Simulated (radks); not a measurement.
Values are calculated unless marked as measured or tabulated.
The chlorine anion Cl-, [Ar], held by a Watson sphere: a shell of charge +1 at radius R that stands for the Madelung well of a crystal (potential energy -1/R inside, -1/r outside, in hartree with lengths in bohr). Level of theory: scalar-relativistic Kohn-Sham, r2SCAN, spin-polarised, spherical densities, finite nucleus; meta-GGA in the generalised Kohn-Sham scheme; Fermi nuclear charge, rms radius of each element as measured or else 0.836 A^(1/3) + 0.57 fm (a radial shooting solver on a logarithmic mesh with Libxc functionals).

R (bohr) = 2.09: e(2p) (eV) -192.67; e(3s) (eV) -21.663; e(3p) (eV) -9.287; <r> 3p (bohr) 1.874; sum of <r^2> (bohr^2) 32.66; X-ray form factor at sin(theta)/lambda = 0.3 1/angstrom 9.564
R (bohr) = 2.44: e(2p) (eV) -192.45; e(3s) (eV) -20.948; e(3p) (eV) -8.707; <r> 3p (bohr) 1.912; sum of <r^2> (bohr^2) 33.92; X-ray form factor at sin(theta)/lambda = 0.3 1/angstrom 9.541
R (bohr) = 3.06: e(2p) (eV) -191.85; e(3s) (eV) -19.824; e(3p) (eV) -7.684; <r> 3p (bohr) 1.962; sum of <r^2> (bohr^2) 35.67; X-ray form factor at sin(theta)/lambda = 0.3 1/angstrom 9.534
R (bohr) = 3.4: e(2p) (eV) -191.46; e(3s) (eV) -19.287; e(3p) (eV) -7.166; <r> 3p (bohr) 1.981; sum of <r^2> (bohr^2) 36.40; X-ray form factor at sin(theta)/lambda = 0.3 1/angstrom 9.536
R (bohr) = 3.56: e(2p) (eV) -191.28; e(3s) (eV) -19.053; e(3p) (eV) -6.936; <r> 3p (bohr) 1.989; sum of <r^2> (bohr^2) 36.69; X-ray form factor at sin(theta)/lambda = 0.3 1/angstrom 9.537
R (bohr) = 3.81: e(2p) (eV) -190.99; e(3s) (eV) -18.708; e(3p) (eV) -6.594; <r> 3p (bohr) 1.999; sum of <r^2> (bohr^2) 37.09; X-ray form factor at sin(theta)/lambda = 0.3 1/angstrom 9.539
R (bohr) = 4.53: e(2p) (eV) -190.22; e(3s) (eV) -17.850; e(3p) (eV) -5.736; <r> 3p (bohr) 2.019; sum of <r^2> (bohr^2) 37.93; X-ray form factor at sin(theta)/lambda = 0.3 1/angstrom 9.541
R (bohr) = 4.59: e(2p) (eV) -190.16; e(3s) (eV) -17.787; e(3p) (eV) -5.672; <r> 3p (bohr) 2.020; sum of <r^2> (bohr^2) 37.98; X-ray form factor at sin(theta)/lambda = 0.3 1/angstrom 9.541
R (bohr) = 4.65: e(2p) (eV) -190.11; e(3s) (eV) -17.725; e(3p) (eV) -5.610; <r> 3p (bohr) 2.021; sum of <r^2> (bohr^2) 38.04; X-ray form factor at sin(theta)/lambda = 0.3 1/angstrom 9.541
